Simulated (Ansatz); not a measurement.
Job for Ansatz (an electronic-structure program): U-wB97M-V/def2-TZVPP on GaAs+, 2S+1 = 4, a spin state set in the input, which need not be the lowest, a point of a bond scan (R = 2.716 Å). Charge +1.

Ansatz 0.2 input:
```yaml
crystal:
  periodic: [false, false, false]
  atoms:
    - {symbol: Ga, position_ang: [0.00000000, 0.00000000, 0.00000000]}
    - {symbol: As, position_ang: [0.00000000, 0.00000000, 2.71600500]}
basis:
  gaussian:
    orbitals: def2-TZVPP
    pivot_positions_ang: [[0.00000000, 0.00000000, 0.00000000], [0.00000000, 0.00000000, 2.71600500]]
hamiltonian:
  xc: {name: wB97M-V}
total_charge: 1
magnetization: {spin_polarized: true, initial_magnetization: 3}
output: {forces: true, orbitals: {seedname: ./end}}
```

The log:

```
WARN ansatz: RAYON_NUM_THREADS=1 ignored (pool sized by the plan → 1); use --threads N
Functional definition: wB97M-V
integrals: 0.05 GiB planned
664 factors; integrals over basis functions are off by at most 2.9e-4 eV
integrals: 0.09 GiB planned
164 factors; integrals over basis functions are off by at most 1.3e-5 eV
mean field: 0.79 GiB planned
mean field evaluation 1: about -113203.4118 eV, gradient 1.3e1 eV
mean field evaluation 2: about -113204.3312 eV, gradient 1.2e1 eV
mean field evaluation 4: about -113204.7113 eV, gradient 6.6e-1 eV
mean field evaluation 8: about -113204.7262 eV, gradient 3.3e-2 eV
mean field evaluation 16: about -113204.7262 eV, gradient 1.1e-4 eV
mean field -113204.72620707 eV, -4160.1969551903 hartree, gradient 2.6e-5 eV, S^2 3.759053; 0 other end points of the search recorded, 0 dependent functions left out
the calculation of the forces begins
reference -113204.72623970 eV, -4160.1969563897 hartree; 33, 30 occupied and 63, 66 virtual orbitals, 664 factors
Total energy: -113204.72623970 eV, -4160.1969563897 hartree
Atom 0 at     0.000000     0.000000     0.000000 Å, force    -0.000000    -0.000000    -0.148489 eV/Å
Atom 1 at     0.000000     0.000000     2.716005 Å, force     0.000000     0.000000     0.148489 eV/Å
Dipole moment:     0.000000     0.000000    -0.525727 e Å
```

The run converged.

Cost: around 7 core-seconds (rough).
